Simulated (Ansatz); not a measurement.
System: RbI, charge 0, singlet. RbI (SMILES [Rb][I]).
B3LYP-D3(BJ)/def2-TZVP minimum from Ansatz (a first-principles code):
```
Rb
I 1 3.2609
```

Total energies in hartree (Ansatz). Open shells are spin-unrestricted; no spin-orbit coupling. Correlated methods leave the cores frozen (noble-gas shells, and filled d and f shells in the p block). Past Kr the def2 sets carry scalar-relativistic core potentials. For partners of very few electrons the exact lower level stands in for a higher one. Spin-orbit terms, left out, reach several kcal/mol for Br and I, and more for heavier atoms.

```csv
species,HF/def2-TZVPP,CCSD(T)/def2-TZVPP,HF/def2-QZVPP,CCSD(T)/def2-QZVPP,CCSDT(Q)/def2-QZVPP
1: RbI (SMILES [I][Rb]),-320.55726,-320.72129,-320.55891,-320.74712,-320.74793
2: Rb (doublet),-23.80256,-23.80256,-23.80258,-23.80258,-23.80258
3: I (doublet),-296.65857,-296.79430,-296.65973,-296.81374,-296.81455
```

Task: Work out the atomisation energy (electronic, to ground-state atoms) in kJ/mol: take Hartree-Fock from def2-QZVPP, extrapolate the CCSD(T) correlation energy as X^-3 (X = 3, 4), and add CCSDT(Q) - CCSD(T) in def2-QZVPP. 1 hartree = 2625.5 kJ/mol.

Result: 
Species 1: correlation (64·(-0.18821) - 27·(-0.16403))/37 = -0.20585; step -0.00081; E1 = -320.55891 + (-0.20585) + (-0.00081) = -320.76557
Species 2: correlation (64·(0.00000) - 27·(0.00000))/37 = 0.00000; step +0.00000; E2 = -23.80258 + (0.00000) + (+0.00000) = -23.80258
Species 3: correlation (64·(-0.15401) - 27·(-0.13573))/37 = -0.16735; step -0.00081; E3 = -296.65973 + (-0.16735) + (-0.00081) = -296.82789
-1·E1 +1·E2 +1·E3 = 0.13510 hartree = 354.7 kJ/mol.
